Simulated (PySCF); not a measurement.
# Reading the logs of faulty runs: AlBH5OSi

These are calculations, not measurements. The program is PySCF 2.14.0, an open-source quantum chemistry code, run on an isolated molecule that a program drew, which may never have been made. The molecule is AlBH5OSi (charge 0, doublet), drawn as the SMILES string `[AlH2][O]B[SiH2]`.

Each row is a Hartree-Fock (HF) and frozen-core CCSD(T) single point in the cc-pV(D+d)Z basis, meant for a local HF minimum. Run 1 is clean. Each other run has one planted mistake out of seven kinds, and not every kind appears here: one electron removed, one electron added, multiplicity raised by two, geometry at a saddle point, minimal basis STO-3G, one bond length entered in bohr, all coordinates scaled. The reference is restricted for singlets and unrestricted otherwise, and also for a bond in bohr. Adding or removing an electron swaps singlet and doublet. Electrons count all cores. HOMO and LUMO are orbital energies over both spins, the gradient is its largest component, and the lowest frequency (negative if imaginary) is given only where the gradient is small. Bond lengths are over the 8 bonds as drawn. T1 is the CCSD diagnostic: over 0.02 (restricted) or 0.045 (unrestricted) a single reference is doubtful.

Geometry of the clean run:
```xyz
9
AlBH5OSi, angstrom
Al    1.7611   -1.6735   -0.9168
O     0.3975   -1.1344   -0.0755
B    -0.6591   -0.6805    0.6119
Si   -2.4199   -1.6926    0.5963
H     1.8988   -1.2571   -2.4237
H     2.7955   -2.5609   -0.1384
H    -0.5823    0.3699    1.2039
H    -3.3586   -1.4551    1.7194
H    -2.3759   -3.1404    0.2671
```

| run | electrons | basis functions | <S^2> | HOMO (eV) | LUMO (eV) | gradient (hartree/bohr) | lowest frequency (cm^-1) | mean bond (Å) | longest bond (Å) | T1 | HF (hartree) | CCSD(T) (hartree) | mistake |
|---|---|---|---|---|---|---|---|---|---|---|---|---|---|
| 1 | 45 | 99 | 0.766 | -8.27 | 1.17 | 2.7e-05 | 58 | 1.5471 | 2.031 | 0.0182 | -633.35924 | -633.83505 | no fault |
| 2 | 44 | 99 | 0.000 | -15.09 | -6.59 | 5.5e-02 | - | 1.5471 | 2.031 | 0.0212 | -633.08655 | -633.55262 | one electron removed |
| 3 | 46 | 99 | 0.000 | -0.45 | 4.65 | 5.4e-02 | - | 1.5471 | 2.031 | 0.0240 | -633.34217 | -633.85703 | one electron added |
| 4 | 45 | 99 | 1.773 | -7.98 | 0.98 | 4.0e-02 | - | 1.6961 | 2.532 | 0.0386 | -633.15869 | -633.59360 | one bond length entered in bohr |
| 5 | 45 | 99 | 3.812 | -4.40 | -2.33 | 1.0e-01 | - | 1.5471 | 2.031 | 0.0520 | -633.15527 | -633.62678 | ? |
| 6 | 45 | 99 | 0.766 | -7.71 | 1.09 | 4.4e-05 | -354 | 1.5448 | 2.000 | 0.0160 | -633.35573 | -633.83296 | ? |

**Which mistake was planted in run 5, and what did it cost?**

Electrons, basis and geometry are unchanged, and <S^2> is 3.812, beside S(S+1) = 3.75 for a multiplicity of 4. So the mistake is: multiplicity raised by two. Subtracting run 1 and multiplying by 627.51 kcal/mol a hartree, the energy moved by 128.0 kcal/mol in HF and 130.7 kcal/mol in CCSD(T).

**Which mistake was planted in run 6, and what did it cost?**

The gradient is small, so the point is stationary, but the lowest frequency is imaginary (-354 cm^-1). So the mistake is: geometry at a saddle point. Subtracting run 1 and multiplying by 627.51 kcal/mol a hartree, the energy moved by 2.2 kcal/mol in HF and 1.3 kcal/mol in CCSD(T).

Cautions from the logs. Run 2: T1 is over the limit, so its CCSD(T) energy is less reliable; run 3: T1 is over the limit, so its CCSD(T) energy is less reliable; run 5: T1 is over the limit, so its CCSD(T) energy is less reliable.
